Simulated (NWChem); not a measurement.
System: CH2N cation; SMILES C#[NH+]

Input file for NWChem:

```
start job
memory heap 200 mb stack 900 mb global 1100 mb
charge 1
geometry units angstroms noautoz
  C     -0.000289     0.595843     0.000000
  N      0.000538    -0.532715     0.000000
  H     -0.000787     1.678940     0.000000
  H      0.002959    -1.547745     0.000000
end
basis spherical
  C library 6-311g**
  N library 6-311g**
  H library 6-311g**
end
dft
  xc xpbe96 cpbe96
  iterations 150
  mulliken
end
task dft energy
```

Geometry: optimised at PBE0-D3(BJ)/def2-TZVP.

### Question
Predict the main results of this run. (PBE/6-311G** (spherical d).) Quantities: basis functions; energy (Ha); highest occupied level (eV); orbital gap (eV).

### Answer
| Quantity | Value |
|---|---|
| number of basis functions | 48 |
| energy (Ha) | -93.61 |
| highest occupied level (eV) | -18.21 |
| orbital gap (eV) | 8.88 |
